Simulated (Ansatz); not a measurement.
`C[SiH2][SiH2]F` + `C=C(S)S` → `C=C(S)S[SiH2]F` + `C[SiH3]`  (cleavage of the Si–Si bond)

Program: Ansatz. Geometries: PBE0-D4/def2-TZVP. ΔE: electronic, gas phase. CCSD(T)/CBS is the MP2 limit (def2-TZVPP, def2-QZVPP) plus CCSD(T) − MP2 in def2-TZVPP, frozen cores. This one scheme is used for every species. DFT in def2-TZVPP. One conformer a species, not always the lowest.

**Question.** Is it downhill or uphill in electronic energy at CCSD(T)/CBS, and by how much? (An estimate is asked.)

**Answer.** Ansatz gave: Downhill: ΔE = -18.0 kcal/mol.

**Question.** What do these levels give: PBE-D4, PBE0-D4, B2PLYP, r2SCAN, PBE0, MP2/def2-TZVPP, SCS-MP2/def2-TZVPP, CCSD/def2-TZVPP, CCSD(T)/def2-TZVPP, MP2/def2-QZVPP, SCS-MP2/def2-QZVPP, HF/CBS(def2)? (Estimate.)

**Answer.** The calculation gave: PBE-D4 -15.1, PBE0-D4 -16.0, B2PLYP -17.4, r2SCAN -16.8, PBE0 -15.1, MP2/def2-TZVPP -20.1, SCS-MP2/def2-TZVPP -19.3, CCSD/def2-TZVPP -17.3, CCSD(T)/def2-TZVPP -17.6, MP2/def2-QZVPP -20.3, SCS-MP2/def2-QZVPP -19.5, HF/CBS(def2) -17.9 kcal/mol.

Largest T1 diagnostic among the species: 0.013.

From PBE to PBE0 (25 % exact exchange), in def2-TZVPP and without D4, ΔE moves by −1.0 kcal/mol. The D4 term adds −1.7 kcal/mol with B3LYP and −0.9 kcal/mol with PBE0; it sums over pairs of atoms, weighted by their polarisabilities, and B3LYP, whose exchange is more repulsive, gets the larger term.

B3LYP here is the variant with VWN-RPA as its local correlation; programs differ in this.
